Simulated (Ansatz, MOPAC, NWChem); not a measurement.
A ladder of methods for SiF3 (trifluorosilyl)

SiF3, doublet, SMILES `F[Si](F)F`. Each level relaxes the structure for itself.

Each level gives the zero-point energy at each level's own minimum (kJ/mol). The values are calculated.

```tsv
level	kind	program	value (kJ/mol)
AM1	semi-empirical	MOPAC	25.1
MNDOD	semi-empirical	MOPAC	22.7
PM7	semi-empirical	MOPAC	20.0
PM7-	semi-empirical	MOPAC	20.0
UHF/STO-3G	Hartree–Fock	Ansatz	23.5
UHF/3-21G	Hartree–Fock	NWChem	24.2
UHF/6-31G* (Cartesian functions)	Hartree–Fock	Ansatz	24.1
UPBE/def2-SVP	GGA	Ansatz	21.1
UB3LYP/6-311G**	global hybrid	NWChem	21.6
UB3LYP/6-31G* (Cartesian functions)	global hybrid	Ansatz	22.2
```

Harmonic and unscaled. The values span 20.0 to 25.1 kJ/mol.
